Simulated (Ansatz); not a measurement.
Abridged output of a molecular run in Ansatz:

```
Functional definition: HF
1625 factors; integrals over basis functions are off by at most 1.1e-3 eV
mean field evaluation 1: about -17549.0183 eV, gradient 3.3e1 eV
mean field evaluation 2: about -17549.2901 eV, gradient 3.3e1 eV
mean field evaluation 4: about -17552.2570 eV, gradient 4.0e0 eV
mean field evaluation 8: about -17552.3277 eV, gradient 2.9e-1 eV
mean field evaluation 16: about -17552.3282 eV, gradient 2.5e-6 eV
mean field -17552.32823010 eV, -645.0361650608 hartree, gradient 2.5e-6 eV, S^2 0.000000; 0 other end points of the search recorded, 0 dependent functions left out
11 core orbitals not correlated: weight in the atoms' cores, before any rotation towards them, 1.000 or more for the frozen orbitals, at most 0.000 for the correlated occupied ones
reference -17552.32823010 eV, -645.0361650608 hartree; 18, 18 occupied and 223, 223 virtual orbitals, 1625 factors
second order -24.55007443 eV of doubles, -0.00000000 eV of singles
cycle   1  -24.71343069 eV  change   -1.6e-1 eV  update   1.1e-1
cycle   2  -25.37696495 eV  change   -6.6e-1 eV  update   3.3e-2
cycle   3  -25.48202518 eV  change   -1.1e-1 eV  update   1.7e-2
cycle   4  -25.46765136 eV  change    1.4e-2 eV  update   4.8e-3
cycle   5  -25.46477505 eV  change    2.9e-3 eV  update   2.2e-3
cycle   6  -25.46539240 eV  change   -6.2e-4 eV  update   6.7e-4
cycle   7  -25.46498485 eV  change    4.1e-4 eV  update   2.6e-4
cycle   8  -25.46486867 eV  change    1.2e-4 eV  update   8.5e-5
cycle   9  -25.46491672 eV  change   -4.8e-5 eV  update   3.5e-5
cycle  10  -25.46492802 eV  change   -1.1e-5 eV  update   1.2e-5
perturbative correction -0.88307749 eV, -0.0324524990 hartree
Total energy: -17578.67623561 eV, -646.0044364039 hartree
```

Its atoms:

Cartesian coordinates in Å:
```
O -0.702 1.735 -0.066
C -0.091 0.848 -0.984
Si 1.063 -0.408 -0.151
Sb -0.177 -1.723 1.687
H -1.144 1.211 0.610
H -0.833 0.316 -1.597
H 0.498 1.465 -1.669
H 2.221 0.277 0.483
H 1.573 -1.387 -1.152
H -1.464 -2.044 0.607
H -0.946 -0.291 2.231
```

Q: Which basis set was used?
A. def2-SVP
B. def2-TZVPPD
C. def2-TZVPP
D. cc-pV(D+d)Z

A: C. It gives 252 functions.

Q: Write the keys of the input that set method, charge and spin (a neutral closed shell needs none for the last two).

A: 
```yaml
correlation: {method: ccsd_t}
```
